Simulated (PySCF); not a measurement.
Al(H)2(NH2) (AlH4N), SMILES [NH2][AlH2].

Geometry optimised at B3LYP-D3(BJ)/def2-TZVP.

Two levels are set side by side: PBE/def2-TZVPD (PySCF) and PBE0/def2-TZVPD (PySCF). Same geometry, gas phase. Differences are taken from unrounded values.

| quantity | PBE0 |
|---|---|
| orbital gap (eV) | 6.89 |
| highest occupied level (eV) | -7.60 |
| lowest empty level (eV) | -0.70 |
| dipole moment (D) | 1.12 |
| mean polarisability (bohr³) | 40.0 |

Problem. What does PBE give, and how far is it from PBE0? (An estimate is asked for; the answer gives what the named calculation found.)

Solution. 
```csv
quantity,PBE,PBE minus PBE0
orbital gap (eV),4.81,-2.08
highest occupied level (eV),-6.27,1.32
lowest empty level (eV),-1.46,-0.76
dipole moment (D),1.21,0.09
mean polarisability (bohr³),42.4,2.4
```

PBE's occupied levels lie high since its potential decays too fast outside the molecule; exact exchange lowers them and widens the gap. PBE's more diffuse valence density responds more strongly to a field. Differences between two approximate levels are no errors against the true value.

Rough cost on one machine, each run with all the roots and properties that it gave: PBE0 against PBE within a factor of 2.
